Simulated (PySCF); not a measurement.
Electronic structure of Ag²⁺ (silver, charge +2) at the r2SCAN level

Configuration: [Kr] 4d8 5p1, one real determinant (an excited configuration). Calculation: PySCF 2.14, in aug-cc-pVTZ-PP with ECP28MDF (6s6p5d3f2g, 88 functions); scalar relativity through the core potential.

```
Total energy                                                  : -145.3595 hartree
One-electron energy                                           : -241.9634 hartree
Hartree (Coulomb) energy                                      : 109.8777 hartree
Exchange-correlation energy                                   : -13.2738 hartree
⟨S²⟩                                                          : 3.7514
⟨L²⟩                                                          : 14.025
Sum of ⟨r⟩                                                    : 21.02 bohr
Sum of ⟨r²⟩                                                   : 33.39 bohr²
Traceless quadrupole moment −½Σ⟨3z² − r²⟩ along its main axis : -3.96 e·bohr²
```

```tsv
shell	electrons	mean orbital energy (eV)	spread (eV)	rms radius, mean of both spins (bohr)
4s α	1	-130.75	0	0.970
4s β	1	-127.97	0	0.970
4p α	3	-92.039	0.348	1.06
4p β	3	-89.274	0.470	1.06
4d α	5	-35.406	1.601	1.37
4d β	3	-33.750	0.419	1.37
5p α	1	-17.214	0	3.10
```

⟨L²⟩ = 14.02 against 20 for a pure G term, so this real determinant mixes terms. Energies and moments cover only the electrons outside the core potential.
